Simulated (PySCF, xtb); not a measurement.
C4H13NSi, SMILES N(CC)[C@@H]([SiH3])C. The values are those of a single conformer.

Harmonic wavenumbers (cm⁻¹) from xtb with GFN2-xTB at its own minimum, in rising order: 59, 107, 143, 185, 218, 221, 236, 328, 349, 484, 544, 599, 663, 767, 779, 795, 814, 845, 923, 970, 1004, 1066, 1092, 1106, 1125, 1197, 1251, 1273, 1316, 1343, 1403, 1406, 1415, 1490, 1492, 1501, 1505, 1513, 2224, 2242, 2294, 2807, 2892, 2953, 2986, 3024, 3026, 3033, 3040, 3050, 3326.

What does PySCF with PBE-D3(BJ)/def2-SVP give at its own minimum? (The exact figures need the calculation; the answer reports its results.)

40, 80, 140, 192, 209, 230, 261, 307, 349, 463, 578, 610, 659, 720, 793, 869, 882, 907, 911, 920, 961, 1033, 1062, 1084, 1100, 1176, 1202, 1243, 1302, 1318, 1331, 1355, 1404, 1410, 1420, 1423, 1437, 1454, 2147, 2155, 2177, 2857, 2953, 2955, 2967, 2986, 3037, 3052, 3057, 3075, 3407. Paired by order, the mean absolute difference is 37 cm⁻¹ and the zero-point energies are 100.7 and 99.6 kcal/mol.
